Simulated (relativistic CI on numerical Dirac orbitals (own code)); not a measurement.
Calculated at this level of theory: Dirac-Coulomb-Breit CI, orbitals from a KLI potential per configuration, QED by a radiative potential, unscaled Slater integrals (own radial code, finite nucleus).

The strongest absorption lines from the ground level of an ion, among the configurations computed and to levels below about 526 eV (vacuum wavelength in Å, gf): 43.652 (0.099), 46.323 (0.73), 46.480 (1.4), 46.659 (0.84), 47.298 (0.1), 60.363 (0.19), 61.747 (0.5), 62.415 (0.27).

(1) Which ion is it?
A. La XLI
B. Xe XXXVIII
C. Sb XXXV
D. Xe XL

Results:

(1) B. Xe XXXVIII has 17 electrons and the ground level 3s2.3p5 2P°_3/2; the strongest line goes to 3s2.3p4.3d 2D_5/2. The pattern of lines fixes the number of electrons, and along that sequence the line energies rise steadily with the charge (about as its square where n changes within one kind of shell, about linearly where n is kept but much faster in heavy ions where fine structure, which grows about as Z⁴, sets the gap, and irregularly where shells cross), which fixes Z. Configurations outside the model, such as inner-shell arrays, can give stronger lines. At this charge energies of transitions that change n are usually good to better than 1 %, and those within a shell (Δn = 0) to a few per cent.

LS names give the leading component of a level, which can be under half, so a name can repeat, a term be missing and a line seem to break the LS rules.
